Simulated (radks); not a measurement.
Ionisation of the tantalum ion Ta52+, [Ar] 3d3, to [Ar] 3d2 as the strength of local exchange is varied. All-electron calculation, scalar-relativistic Kohn-Sham, Slater X-alpha exchange (alpha = 2/3 is LDA exchange), no correlation, spin-unpolarised, spherical densities, point nucleus. Program: a radial shooting solver on a logarithmic mesh with Libxc functionals.

alpha  E(Ta52+) (hartree)  exchange (hartree)  IE (eV)  -e of the level emptied (eV)  <r> of it (bohr)
0.584         -13061.6256           -155.8089   4820.4                   4754.2 (3d)            0.1704
0.589         -13062.9697           -157.1543   4821.5                   4755.3 (3d)            0.1704
0.631         -13074.2639           -168.4630   4831.1                   4765.0 (3d)            0.1702
0.667         -13083.9502           -178.1670   4839.3                   4773.2 (3d)            0.1701
0.698         -13092.2953           -186.5313   4846.4                   4780.4 (3d)            0.1700
0.849         -13132.9979           -227.3799   4881.0                   4815.2 (3d)            0.1694
0.991         -13171.3564           -265.9550   4913.6                   4848.0 (3d)            0.1688

NIST Atomic Spectra Database: 4877 eV (theoretical). The Delta-SCF value meets it near alpha = 0.83. Spin polarisation and multiplet splitting are left out, so open shells lie too high by an amount that depends on their filling. Spin-orbit splitting is averaged out at the scalar-relativistic level.

Beside tabulated values, note that spin-unpolarised runs miss the spin-polarisation part of the exchange energy of open shells.
